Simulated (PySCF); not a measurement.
## Calculated data, Al2FH2O

Calculation on a computer-drawn molecule: the log of a Hartree-Fock and frozen-core CCSD(T) single point meant for a local Hartree-Fock minimum, with one planted fault or none, to be diagnosed. Offsets are logged minus clean, where the clean run is the same molecule without the fault. The reference is restricted for singlets and unrestricted otherwise, and also for a bond in bohr or an excited solution. Adding or removing an electron swaps singlet and doublet. The excited solution moves the top pair (singlet) or top alpha electron (doublet) to the lowest empty orbital. Highest occupied and lowest empty are orbital energies over both spins, largest force is the largest gradient component, triples share is (T) over the correlation energy, the T1 limit is 0.02 restricted and 0.045 unrestricted, electrons count all cores, a negative frequency is imaginary (commonest isotopes), and the dipole is about the centre of nuclear charge. Program: PySCF 2.14.0.

```json
{"formula": "Al2FH2O", "logged_structure": {"atoms_angstrom": [["F", 1.5131, -1.0997, 0.9722], ["Al", 0.9717, 0.467, 1.0225], ["O", 0.0584, 1.0349, -0.2575], ["Al", -0.8539, 1.5108, -1.5936], ["H", -0.1137, 2.1528, -2.8268], ["H", -2.4161, 1.3142, -1.5534]]}, "given": {"meant_charge": 0, "meant_multiplicity": 2, "meant_basis": "cc-pV(D+d)Z", "logged_electrons": 45, "logged_basis_functions": 84, "logged_SCF_converged": "yes", "logged_spin_squared": 0.7517, "logged_highest_occupied [eV]": -9.2239, "logged_lowest_empty [eV]": 0.73413, "logged_largest_force [hartree/bohr]": 2e-05, "logged_lowest_frequency [cm^-1]": 65.606, "logged_T1_diagnostic": 0.017201, "logged_D1_diagnostic": 0.046457, "logged_triples_share": 0.019134, "logged_CC_converged": "yes", "logged_dipole_magnitude [debye]": 1.9302, "logged_SCF_stable_within_its_kind": "yes", "logged_energy_HF [hartree]": -659.47294, "logged_energy_CCSD(T) [hartree]": -659.97928, "possible_faults": "no fault, one electron removed, one electron added, multiplicity raised by two, geometry at a saddle point, SCF held on an excited solution, minimal basis STO-3G, one bond length entered in bohr, all coordinates scaled", "drawn_bonds_atom": [1, 2, 3, 4, 4], "drawn_bonds_other_atom": [2, 3, 4, 5, 6], "drawn_bonds_order": [1, 1, 1, 1, 1]}, "results": {"planted_fault": "no fault", "HF_energy_offset_from_clean_run [kcal/mol]": 0.0, "CCSD(T)_energy_offset_from_clean_run [kcal/mol]": 0.0}}
```
